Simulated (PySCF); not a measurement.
Static response to an electric field

C₄H₁₁ClSi₂.
Structure used (PBE0-D3(BJ)/def2-SVP), in Å, numbered top down from 1:
```xyz
18
C4H11ClSi2 angstrom
C      1.431   -1.094    2.116
C      1.493    0.132    1.587
C      1.593    0.438    0.130
Si     0.066    1.343   -0.557
Si    -1.902    0.148   -0.111
C     -2.100   -0.120    1.761
Cl    -1.833    1.425    2.631
H      1.480   -1.990    1.489
H      1.336   -1.242    3.195
H      1.435    0.995    2.261
H      1.737   -0.484   -0.457
H      2.460    1.092   -0.075
H     -0.037    2.708    0.043
H      0.223    1.500   -2.039
H     -1.877   -1.202   -0.766
H     -3.093    0.892   -0.626
H     -1.354   -0.838    2.130
H     -3.104   -0.483    2.024
```

Level: wB97X-D/def2-SVPD (PySCF), static field, nuclei fixed, core orbitals frozen in the response. The polarisability tensor in these axes (au):

```
x   117.20   0.29  -0.09
y     0.29 116.05  -6.56
z    -0.09  -6.56 121.57
```

Give the principal values, the mean and the anisotropy Δα = √{½[(α1 − α2)² + (α2 − α3)² + (α1 − α3)²]}.

Principal values 111.69, 117.20 and 125.93 au; mean 118.28 au = 17.53 Å³ = 19.50 × 10⁻⁴⁰ C²·m²/J; Δα = 12.44 au (11 % of the mean).

What is the dipole moment, and where does it point?

(0.48, -1.42, -0.65) D, 1.63 D in size, pointing from the negative to the positive side. Measured along this direction, the outermost atoms are Cl7 at the negative end and H8 at the positive end.

Find the Langevin capture rate constant for H3O+ (19.018 u) meeting this molecule (150.009 u), k = 2.342 × 10⁻⁹ cm³/s × √(α in Å³ / reduced mass in u).

The reduced mass is 16.88 u, so k = 2.39 × 10⁻⁹ cm³/s. The formula leaves out the permanent dipole, which adds to the capture rate.

Sum over states: ᾱ = Σ f/ω², ω in Eh. What share falls to these 6 lowest TDDFT singlets (eV, f)? 6.62, 0.2089; 6.78, 0.0228; 6.87, 0.0209; 7.08, 0.0222; 7.23, 0.0054; 7.25, 0.0148.

They add up to 4.83 au, 4.1 % of the 118.28 au; the largest single term is 3.53 au, from the state at 6.62 eV. Terms in order: 3.53, 0.37, 0.33, 0.33, 0.08, 0.21 au. Higher excitations give the rest. The strengths listed sum to 0.295.

What molar refraction does this α imply?

Lorentz–Lorenz: R = (4π/3)N_A α = 2.5225 cm³/(mol·Å³) × 17.53 Å³ = 44.2 cm³/mol, in the limit of long wavelengths.

Refractivity n − 1 of an ideal gas of it at 298.15 K and 1 atm, from the electronic α?

N = p/kT = 2.4615 × 10¹⁹ cm⁻³, so n − 1 = 2π × N × 17.53 × 10⁻²⁴ cm³ = 2711 × 10⁻⁶ at long wavelengths, for an ideal gas.

Orientational against electronic polarisability at 273 K (dilute gas, rigid molecules)?

In Gaussian units μ²/3kT = 23.59 Å³ against 17.53 Å³, a ratio of 1.35; the Debye molar polarisation (4π/3)N_A(α + μ²/3kT) is 103.7 cm³/mol, leaving out the vibrational part.

One conformer (not necessarily the lowest) at the PBE0-D3(BJ)/def2-SVP geometry, without solvent, vibrations or thermal averaging.

wB97X-D is run here without its empirical dispersion term; that term would change no orbital, density or response property at a fixed geometry.
